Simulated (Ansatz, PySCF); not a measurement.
In(Cl)2(SeH) (Cl2HInSe), SMILES [SeH][In]([Cl])[Cl]. Atoms are numbered in the order given.

```xyz
5

In    -0.0206     0.3892     0.0000
Cl     1.8722     1.7827     0.0000
Cl    -2.1151     1.4635     0.0000
Se     0.1766    -2.1145     0.0000
H     -1.2962    -2.2372     0.0000
```

Geometry: B3LYP-D3(BJ)/def2-SVP. The structure was generated by enumeration; whether it is a known compound was not checked. The def2 effective core potentials stand for the cores of In; spin–orbit coupling is left out. The values are those of a single conformer.

Two levels are set side by side: PBE-D3(BJ)/def2-SVP (Ansatz, a quantum-chemistry and plane-wave program) and B3LYP-D3(BJ)/def2-SVP (Ansatz). Each level has its own optimised geometry; the coordinates shown are those of the second. Frequencies come from the Hessian of PySCF at each geometry. Differences are taken from unrounded values.

| quantity | B3LYP-D3(BJ) | PBE-D3(BJ) | PBE-D3(BJ) minus B3LYP-D3(BJ) |
|---|---|---|---|
| mean bond length (Å) | 2.173 | 2.179 | 0.005 |
| bond In1–Cl2 (Å) | 2.350 | 2.355 | 0.004 |
| bond In1–Cl3 (Å) | 2.354 | 2.359 | 0.005 |
| bond In1–Se4 (Å) | 2.511 | 2.514 | 0.003 |
| bond Se4–H5 (Å) | 1.478 | 1.488 | 0.010 |
| highest harmonic wavenumber (cm⁻¹) | 2405 | 2355 | -50 |
| mean harmonic wavenumber (cm⁻¹) | 494 | 482 | -12 |
| zero-point energy (kcal/mol) | 6.36 | 6.21 | -0.15 |
